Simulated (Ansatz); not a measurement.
Input file for `CCOC(=O)C(=O)OCC`:

```yaml
crystal:
  periodic: [false, false, false]
  atoms:
    - {symbol: C, position_ang: [-1.753235, -0.869754, 3.084469]}
    - {symbol: C, position_ang: [-1.573181, 0.528983, 2.550176]}
    - {symbol: O, position_ang: [-0.441081, 0.602991, 1.666713]}
    - {symbol: C, position_ang: [-0.659264, 0.261002, 0.407890]}
    - {symbol: O, position_ang: [-1.704656, -0.080030, -0.067625]}
    - {symbol: C, position_ang: [0.648892, 0.314176, -0.386723]}
    - {symbol: O, position_ang: [1.706675, -0.022534, 0.063819]}
    - {symbol: O, position_ang: [0.416624, 0.739184, -1.617418]}
    - {symbol: C, position_ang: [1.549406, 0.771387, -2.502496]}
    - {symbol: C, position_ang: [1.779609, -0.576986, -3.137526]}
    - {symbol: H, position_ang: [-0.846447, -1.212552, 3.585743]}
    - {symbol: H, position_ang: [-2.572101, -0.882235, 3.807431]}
    - {symbol: H, position_ang: [-1.998676, -1.564357, 2.280256]}
    - {symbol: H, position_ang: [-2.460698, 0.867606, 2.012907]}
    - {symbol: H, position_ang: [-1.339494, 1.236141, 3.345748]}
    - {symbol: H, position_ang: [1.288957, 1.525884, -3.244465]}
    - {symbol: H, position_ang: [2.424744, 1.101925, -1.940770]}
    - {symbol: H, position_ang: [0.885205, -0.915036, -3.663655]}
    - {symbol: H, position_ang: [2.597334, -0.506626, -3.858459]}
    - {symbol: H, position_ang: [2.051394, -1.319169, -2.386013]}
basis:
  gaussian: {orbitals: def2-SVP}
correlation: {method: ccsd_t}
```

```sh
$ ansatz run in.yaml --threads 4 --pin off --events-out ev --progress --plain --max-ram 66560MiB --backend cuda --devices 0, --max-vram 37GiB
```

The program prints (abridged):

```
Functional definition: HF
1906 factors; integrals over basis functions are off by at most 1.2e-3 eV
mean field evaluation 1: about -14471.0588 eV, gradient 6.0e1 eV
mean field evaluation 2: about -14471.3255 eV, gradient 6.0e1 eV
mean field evaluation 4: about -14478.8660 eV, gradient 6.7e0 eV
mean field evaluation 8: about -14479.0198 eV, gradient 6.4e-1 eV
mean field evaluation 16: about -14479.0233 eV, gradient 2.2e-6 eV
mean field -14479.02328262 eV, -532.0942914017 hartree, gradient 2.2e-6 eV, S^2 0.000000; 0 other end points of the search recorded, 0 dependent functions left out
10 core orbitals not correlated: weight in the atoms' cores, before any rotation towards them, 1.000 or more for the frozen orbitals, at most 0.000 for the correlated occupied ones
reference -14479.02328262 eV, -532.0942914017 hartree; 29, 29 occupied and 151, 151 virtual orbitals, 1906 factors
second order -41.92522585 eV of doubles, -0.00000000 eV of singles
cycle   1  -42.30204240 eV  change   -3.8e-1 eV  update   1.7e-1
cycle   2  -43.44879593 eV  change    -1.1e0 eV  update   5.1e-2
cycle   3  -43.77290892 eV  change   -3.2e-1 eV  update   2.6e-2
cycle   4  -43.75739315 eV  change    1.6e-2 eV  update   6.3e-3
cycle   5  -43.75447308 eV  change    2.9e-3 eV  update   2.8e-3
cycle   6  -43.75553185 eV  change   -1.1e-3 eV  update   9.4e-4
cycle   7  -43.75472944 eV  change    8.0e-4 eV  update   4.6e-4
cycle   8  -43.75437536 eV  change    3.5e-4 eV  update   2.0e-4
cycle   9  -43.75449434 eV  change   -1.2e-4 eV  update   9.8e-5
cycle  10  -43.75449963 eV  change   -5.3e-6 eV  update   4.5e-5
perturbative correction -1.40859436 eV, -0.0517648879 hartree
Total energy: -14524.18637661 eV, -533.7540044931 hartree
```

Run time 4.1 s (4 threads of an AMD EPYC 7R13 on a shared host and a share of an NVIDIA H100 80 GB); peak host memory 1.2 GiB.

Correlation energy per correlated electron: -0.779 eV. T1 diagnostic: 0.0146.
